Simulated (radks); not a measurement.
The numbers below are computed, except where a source is named.
Ionisation ladder of hafnium, from Hf XXIII to Hf XLIV. Each ion is in the ground configuration listed by NIST, and IE = E(next ion) - E(this ion). Code: a radial shooting solver on a logarithmic mesh with Libxc functionals. Model: scalar-relativistic Kohn-Sham, PBE, spin-polarised, spherical densities, finite nucleus; open shells are filled with parallel spins first (spin-orbit coupling, left out, can overturn this in heavy ions); Fermi nuclear charge, rms radius 5.347 fm.

species         configuration  E (hartree)  IE, Delta-SCF (eV)  -e(HOMO) (eV)     HOMO  <r> HOMO (bohr)  IE, NIST (eV)       kind  error (eV)
Hf XXIII        [Kr] 4d10 4f4  -14879.9772              628.97         606.90    4f up            0.487            650     theory       -21.0
Hf XXIV         [Kr] 4d10 4f3  -14856.8629              673.93         651.34    4f up            0.479            690     theory       -16.1
Hf XXV          [Kr] 4d10 4f2  -14832.0964              719.94         696.84    4f up            0.471            730     theory       -10.1
Hf XXVI         [Kr] 4d10 4f1  -14805.6389              766.97         743.38    4f up            0.463            772     theory        -5.0
Hf XXVII            [Kr] 4d10  -14777.4533              1008.0         985.35       4d            0.470           1002     theory        +6.0
Hf XXVIII            [Kr] 4d9  -14740.4091              1054.7         1031.8  4d down            0.466           1047     theory        +7.7
Hf XXIX              [Kr] 4d8  -14701.6480              1101.9         1078.8  4d down            0.462           1094     theory        +7.9
Hf XXX               [Kr] 4d7  -14661.1532              1149.5         1126.2  4d down            0.458           1146     theory        +3.5
Hf XXXI              [Kr] 4d6  -14618.9100              1197.4         1174.0  4d down            0.455           1195     theory        +2.4
Hf XXXII             [Kr] 4d5  -14574.9062              1258.8         1234.5    4d up            0.450           1245     theory       +13.8
Hf XXXIII            [Kr] 4d4  -14528.6477              1308.8         1284.3    4d up            0.446           1311     theory        -2.2
Hf XXXIV             [Kr] 4d3  -14480.5516              1359.2         1334.5    4d up            0.443           1362     theory        -2.8
Hf XXXV              [Kr] 4d2  -14430.6022              1410.0         1385.2    4d up            0.439           1417     theory        -7.0
Hf XXXVI             [Kr] 4d1  -14378.7853              1461.1         1436.2    4d up            0.436           1467     theory        -5.9
Hf XXXVII                [Kr]  -14325.0895              1694.9         1670.3       4p            0.433           1669     theory       +25.9
Hf XXXVIII  [Ar] 3d10 4s2 4p5  -14262.8031              1745.7         1721.3  4p down            0.430           1719     theory       +26.7
Hf XXXIX    [Ar] 3d10 4s2 4p4  -14198.6503              1796.0         1771.9  4p down            0.428           1776     theory       +20.0
Hf XL       [Ar] 3d10 4s2 4p3  -14132.6494              1861.4         1836.2    4p up            0.425           1827     theory       +34.4
Hf XLI      [Ar] 3d10 4s2 4p2  -14064.2433              1913.6         1888.5    4p up            0.423           1963     theory       -49.4
Hf XLII     [Ar] 3d10 4s2 4p1  -13993.9207              1965.2         1940.4    4p up            0.420           2022     theory       -56.8
Hf XLIII        [Ar] 3d10 4s2  -13921.7019              2171.8         2146.3       4s            0.409           2159     theory       +12.8
Hf XLIV         [Ar] 3d10 4s1  -13841.8914              2230.7         2205.0    4s up            0.406           2219  semi-emp.       +11.8

Reference values: NIST Atomic Spectra Database (exp. = measured, semi-emp. = semi-empirical, theory = theoretical value adopted there). The ionisation energy per charge of the ion left behind rises most, in proportion, at Hf XXVII ([Kr] 4d10), from 29.499 to 37.334 eV. Open shells are spherical and high-spin; term and fine-structure splittings are not resolved. Spin-orbit splitting is averaged out at the scalar-relativistic level.
